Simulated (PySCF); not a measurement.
Computed shifts of a molecule CH7FOSi3, KT2/pcSseg-1 (PySCF), GIAO, gas phase, atoms alike by connectivity averaged where their shifts nearly agree, in ppm (number of nuclei): ¹⁹F: -256.6 (1). ²⁹Si: 29.1 (1), -6.4 (1), -29.8 (1). ¹³C: 69.1 (1). ¹H: 6.59 (1), 6.45 (1), 5.57 (1), 5.57 (1), 5.54 (1), 5.46 (1), 5.38 (1). References: ¹⁹F against CFCl3 (σ = 127.1 ppm); ²⁹Si against TMS (σ = 361.9 ppm); ¹³C against TMS (σ = 185.1 ppm); ¹⁷O against H2O (σ = 330.4 ppm); ¹H against TMS (σ = 31.47 ppm), references at their B3LYP-D3(BJ)/def2-TZVP geometries, non-relativistic. Geometry: PBE0-D3(BJ)/def2-SVP. Other conformers were not sampled.

Identify the compound among the candidates.
(A) F[SiH2][C@H]1O[SiH2][SiH2]1
(B) O[Si@H]1[SiH2][C@@H](F)[SiH2]1
(C) O[C@H]1[SiH2][Si@@H](F)[SiH2]1
(D) C[Si@@H]1O[SiH2][Si@H]1F

A, F[SiH2][C@H]1O[SiH2][SiH2]1
